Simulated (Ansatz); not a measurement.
Mg2I3. Total charge 0; doublet. Geometry PBE-D4/def2-SVP; atoms count from 1.

Cartesian coordinates in Å:
```
Mg 0.309 -0.073 1.488
Mg -0.662 0.256 -1.345
I 0.553 -0.078 4.056
I -2.024 0.796 -3.468
I 1.825 -0.901 -0.730
```

In the def2 sets I takes a core potential; there is no spin–orbit coupling. Another isomer (doublet) lies 0.59 eV lower at PBE0-D4/def2-TZVP; other spin states weren't run for this one.

Estimate the Mulliken populations from the PBE0/def2-TZVP orbitals of Ansatz.


```json
{"atom": "Mg1", "charge (e)": "0.56", "spin (α − β)": "0.40"}
{"atom": "Mg2", "charge (e)": "0.56", "spin (α − β)": "0.40"}
{"atom": "I3", "charge (e)": "-0.40", "spin (α − β)": "0.04"}
{"atom": "I4", "charge (e)": "-0.40", "spin (α − β)": "0.04"}
{"atom": "I5", "charge (e)": "-0.33", "spin (α − β)": "0.11"}
```
Mulliken values and Mayer orders depend strongly on the basis.

Where does the spin sit?

Summed by element: Mg 0.80, I 0.20, of 1 unpaired in all. Largest on single atoms: Mg2 0.40, Mg1 0.40, I5 0.11.

And the Mayer bond orders between bonded heavy atoms (over 0.3)?

Mg1–Mg2 0.39 (3.01 Å); Mg1–I3 0.98 (2.58 Å); Mg1–I5 0.51 (2.81 Å); Mg2–I4 0.98 (2.58 Å); Mg2–I5 0.51 (2.81 Å).
